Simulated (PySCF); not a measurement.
**Correlation energy of Si⁺ (silicon, charge +1)**

[Ne] 3s2 3p1, 2P determinant. Computed with PySCF 2.14 in aug-cc-pV(T+d)Z with one added diffuse shell each of s, p, d, f type (7s6p5d3f, 71 functions), with the non-relativistic Hamiltonian (point nucleus). Frozen: [Ne]; 3 electrons correlated.

```json
{"level": "CCSD", "correlation energy (mhartree)": "-58.76"}
{"level": "(T)", "correlation energy (mhartree)": "-1.10"}
{"level": "CCSD(T)", "correlation energy (mhartree)": "-59.86"}
```

Diagnostics: T1 = 0.015, D1 = 0.0325, largest double amplitude 0.105.

Task: Is a single reference adequate?

Result: Mostly. T1 lies below 0.03, but a double amplitude of this size points to a near-degeneracy that CCSD handles and MP2 describes poorly.
